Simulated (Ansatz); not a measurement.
C5H15Si2 (SMILES C[Si](C)[Si](C)(C)C), doublet, at a GFN2-xTB geometry; CCSD/3-21G in Ansatz (a quantum-chemistry and plane-wave program).

Ansatz was given this input:
Ansatz 0.2 input:
```yaml
crystal:
  periodic: [false, false, false]
  atoms:
    - {symbol: C, position_ang: [2.17446562, -1.12878097, 1.19435852]}
    - {symbol: Si, position_ang: [1.29762067, 0.34614813, 0.33938496]}
    - {symbol: C, position_ang: [2.32409758, 0.70124872, -1.24033135]}
    - {symbol: Si, position_ang: [-0.96432819, 0.02672987, -0.03935888]}
    - {symbol: C, position_ang: [-1.49035723, -1.42290633, -1.19033081]}
    - {symbol: C, position_ang: [-1.82797218, -0.26401376, 1.64094312]}
    - {symbol: C, position_ang: [-1.68500417, 1.62379841, -0.80344824]}
    - {symbol: H, position_ang: [1.65494284, -1.42099595, 2.10192749]}
    - {symbol: H, position_ang: [2.20108923, -1.99541943, 0.53639155]}
    - {symbol: H, position_ang: [3.19993055, -0.89293156, 1.46408418]}
    - {symbol: H, position_ang: [2.34762321, -0.17234055, -1.88916882]}
    - {symbol: H, position_ang: [1.89719080, 1.52168682, -1.80920501]}
    - {symbol: H, position_ang: [3.35261542, 0.96239990, -1.00817967]}
    - {symbol: H, position_ang: [-1.14184821, -2.37496139, -0.79866689]}
    - {symbol: H, position_ang: [-2.56974638, -1.49162789, -1.30457322]}
    - {symbol: H, position_ang: [-1.06354737, -1.30378371, -2.18274599]}
    - {symbol: H, position_ang: [-1.62496332, 0.54771622, 2.33208231]}
    - {symbol: H, position_ang: [-1.48593050, -1.18303910, 2.10650811]}
    - {symbol: H, position_ang: [-2.90573206, -0.33691061, 1.52875878]}
    - {symbol: H, position_ang: [-1.25315630, 1.82398386, -1.77900752]}
    - {symbol: H, position_ang: [-2.76124254, 1.55470751, -0.93134361]}
    - {symbol: H, position_ang: [-1.48469794, 2.48514726, -0.17437394]}
basis:
  gaussian:
    orbitals: 3-21G.json
magnetization: {spin_polarized: true, initial_magnetization: 1}
correlation: {method: ccsd}
accuracy: high
```
The basis file holds 3-21G in the JSON format of the Basis Set Exchange.

The log (banner, timings and long lists left out):

```
Functional definition: HF
2528 factors; integrals over basis functions are off by at most 1.6e-8 eV
mean field evaluation 1: about -20998.3128 eV, gradient 2.5e1 eV
mean field evaluation 2: about -20998.7988 eV, gradient 2.6e1 eV
mean field evaluation 4: about -21002.3418 eV, gradient 2.1e0 eV
mean field evaluation 8: about -21002.3903 eV, gradient 2.3e-1 eV
mean field evaluation 16: about -21002.3922 eV, gradient 8.5e-9 eV
mean field -21002.39217412 eV, -771.8236764662 hartree, gradient 2.4e-8 eV, S^2 0.755171; 0 other end points of the search recorded, 0 dependent functions left out
15 core orbitals not correlated
reference -21002.39217412 eV, -771.8236764662 hartree; 22, 21 occupied and 64, 65 virtual orbitals, 2528 factors
second order -15.08938990 eV of doubles, -0.00000000 eV of singles
cycle   1  -16.62227371 eV  change    -1.5e0 eV  update   1.0e-1
cycle   2  -17.32835290 eV  change   -7.1e-1 eV  update   3.6e-2
cycle   3  -17.42238390 eV  change   -9.4e-2 eV  update   1.0e-2
cycle   4  -17.42498499 eV  change   -2.6e-3 eV  update   3.1e-3
cycle   5  -17.42523794 eV  change   -2.5e-4 eV  update   1.1e-3
cycle   6  -17.42511255 eV  change    1.3e-4 eV  update   4.3e-4
cycle   7  -17.42506570 eV  change    4.7e-5 eV  update   1.7e-4
cycle   8  -17.42507109 eV  change   -5.4e-6 eV  update   5.7e-5
cycle   9  -17.42506075 eV  change    1.0e-5 eV  update   1.9e-5
cycle  10  -17.42505970 eV  change    1.1e-6 eV  update   8.0e-6
cycle  11  -17.42506404 eV  change   -4.3e-6 eV  update   3.8e-6
cycle  12  -17.42506306 eV  change    9.9e-7 eV  update   1.8e-6
cycle  13  -17.42506344 eV  change   -3.8e-7 eV  update   7.0e-7
cycle  14  -17.42506317 eV  change    2.7e-7 eV  update   2.7e-7
cycle  15  -17.42506306 eV  change    1.1e-7 eV  update   1.1e-7
cycle  16  -17.42506303 eV  change    3.5e-8 eV  update   5.1e-8
cycle  17  -17.42506302 eV  change    1.1e-8 eV  update   3.1e-8
cycle  18  -17.42506310 eV  change   -8.8e-8 eV  update   1.2e-7
cycle  19  -17.42506312 eV  change   -1.4e-8 eV  update   2.7e-8
cycle  20  -17.42506312 eV  change   -2.6e-9 eV  update   7.1e-9
cycle  21  -17.42506312 eV  change   -1.5e-9 eV  update   2.6e-9
Total energy: -21019.81723724 eV, -772.4640357248 hartree
```
